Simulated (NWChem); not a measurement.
## Atomisation of boron oxyfluoride (BFO)

```xyz
3

F      0.0000     0.0000    -1.1984
B      0.0000     0.0000     0.0871
O      0.0000     0.0000     1.2938
```
Charge 0, spin multiplicity 1.

Everything below was run with NWChem. All single points use one geometry, from B3LYP/def2-SVP, a minimum by its harmonic frequencies.

Basis set: def2-TZVP. The atomisation energy is electronic alone: no zero-point, thermal, spin-orbit or counterpoise terms. No value is extrapolated to the basis-set limit. Free atoms are single determinants with multiplicities F 2, B 2, O 3. Correlated methods freeze the same cores in atoms and molecule, 3 orbitals in all.

B3LYP has NWChem's definition, with VWN1-RPA local correlation. No SCF solution was tested for a lower state. Open-shell Hartree-Fock references start from PBE0 orbitals. Coupled-cluster values serve here as a point of comparison, not as the truth.

```tsv
method	atomisation energy (kcal/mol)
MP2	370.1
PBE	…
M06-2X	361.1
CCSD(T)	345.6
CAM-B3LYP	359.1
LC-wPBE (omega 0.3 per bohr)	…
LDA (SVWN5)	…
PBE0	355.3
B3LYP	355.8
HF	254.6
```

Task: Complete the blanks.

Result: 
- PBE, atomisation energy (kcal/mol): 372.4
- LC-wPBE (omega 0.3 per bohr), atomisation energy (kcal/mol): 364.7
- LDA (SVWN5), atomisation energy (kcal/mol): 421.2
